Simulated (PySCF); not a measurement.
Computed shifts of a molecule C4H7BFN, PBE/pcSseg-1 (PySCF), GIAO, gas phase, equivalent atoms averaged, in ppm (number of nuclei): ¹³C: 246.4 (1), 107.8 (1), 107.4 (1), 3.4 (1). ¹⁹F: -39.6 (1). ¹⁵N: 52.6 (1). ¹H: 6.64 (1), 6.45 (1), 1.61 (2), 0.87 (3). References: ¹³C against TMS (σ = 182.0 ppm); ¹¹B against BF3 (σ = 83.9 ppm); ¹⁹F against CFCl3 (σ = 133.6 ppm); ¹⁵N against NH3 (σ = 267.0 ppm); ¹H against TMS (σ = 31.49 ppm), references at their B3LYP-D3(BJ)/def2-TZVP geometries, non-relativistic. Geometry optimised at B3LYP-D3(BJ)/def2-SVP. The values are those of a single conformer.

Problem. Pick the molecule that these values belong to.
A) C=CB(N)C(=C)F
B) C#CCNB(C)F
C) C=C/N=C/B(C)F
D) CB(F)C=C=CN

Solution. D, CB(F)C=C=CN
